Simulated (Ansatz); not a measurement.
Reactions of C$_{2}$H$_{5}$BSe (`CB1C[Se]1`).

Isolated molecules relaxed with PBE0-D4/def2-TZVP in Ansatz; ΔE leaves out vibrations. CBS: MP2 limit from def2 TZ/QZ plus the TZ coupled-cluster correction, frozen cores. This one scheme is used for every species, atoms too. Open shells (•) are unrestricted, without spin–orbit coupling. Spin–orbit coupling would lower the free atoms: a little for B, C; clearly for Se. For Se outer-core shells are correlated without core-valence functions, so the limit isn't a true one: a few kJ/mol of doubt a bond, and 10 to 20 or more in all where bonds break to atoms. Scalar relativity is left out up to krypton. Each species was taken in one conformer, which may not be the lowest.

**Question.** Order these by ΔE at CCSD(T)/CBS, lowest first. (Estimate.)
A. `CB1C[Se]1` → `B1C[Se]1` + `[CH2]` (triplet)
B. `CB1C[Se]1` → `B[Se]C=C`
C. `CB1C[Se]1` + H₂ → `B1C[Se]1` + CH₄
D. `CB1C[Se]1` + `C[SiH](O)S` → `CO[SiH](C)S` + `B1C[Se]1`
E. `CB1C[Se]1` → B• + 2 C• + 5 H• + Se•
F. `CB1C[Se]1` + `[CH2]1O[SiH2][AlH]1` → `B1C[Se]1` + `[CH3][Al]1[CH2]O[SiH2]1`
G. `CB1C[Se]1` → `C=CB[SeH]`

**Answer.** C (-0.15 eV), F (+0.06 eV), G (+0.26 eV), B (+0.83 eV), D (+1.14 eV), A (+5.07 eV), E (+35.41 eV).

Largest T1 diagnostic: 0.015, for `B1C[Se]1`.
